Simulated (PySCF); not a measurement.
Field gradients at the hydrogen positions

Species: C7H5F3O.
Numbering: `[F:1][C:2]1=[C:3]([CH:4]([F:5])[F:6])[C@@H:7]2[CH:8]=[CH:9][C@H:10]1[O:11]2` (hydrogens: H12 on C4; H13 on C7; H14 on C8; H15 on C9; H16 on C10)

Level: PBE0/pcSseg-1 (PySCF, non-relativistic); Q(2H) = 0.00286 b; rigid geometry, the same for H and D, with no vibrational averaging.

Question: Rank these positions by the coupling χzz of a deuteron there, largest first.
A. H15 (vinylic hydrogen)
B. H12 (methine hydrogen)
C. H16 (methine hydrogen)

Answer: A (211 kHz), C (194 kHz), B (177 kHz).

Q: What are Vzz, η and χzz (234.96 MHz × Q × Vzz) at all hydrogens?

A: 
```json
{"atom": "H12", "bonded to": "C4", "bond length (Å)": "1.103", "Vzz (au)": "0.2628", "η": "0.02", "χzz (kHz)": "177"}
{"atom": "H13", "bonded to": "C7", "bond length (Å)": "1.096", "Vzz (au)": "0.2877", "η": "0.05", "χzz (kHz)": "193"}
{"atom": "H14", "bonded to": "C8", "bond length (Å)": "1.089", "Vzz (au)": "0.3130", "η": "0.04", "χzz (kHz)": "210"}
{"atom": "H15", "bonded to": "C9", "bond length (Å)": "1.089", "Vzz (au)": "0.3146", "η": "0.05", "χzz (kHz)": "211"}
{"atom": "H16", "bonded to": "C10", "bond length (Å)": "1.097", "Vzz (au)": "0.2881", "η": "0.04", "χzz (kHz)": "194"}
```

Q: A static deuteron (I = 1) shows a doublet split by (3/2)χ, (3/4)χ(1 + η) and (3/4)χ(1 − η) with the field along z, y and x of the gradient. What are these for H12?

A: With |χ| = 176.6 kHz and η = 0.018: 265, 135 and 130 kHz, to first order and without motion.

The structure is a single PBE0-D3(BJ)/def2-SVP conformer in the gas phase; no vibrational or solvent corrections. The basis is small and wasn't made for field gradients, so the couplings can be 20 % off.

Shape of the structure used: `[F:1][C:2]1=[C:3]([CH:4]([F:5])[F:6])[C@@H:7]2[CH:8]=[CH:9][C@H:10]1[O:11]2`: C2–C3–C4–F5 -114°.
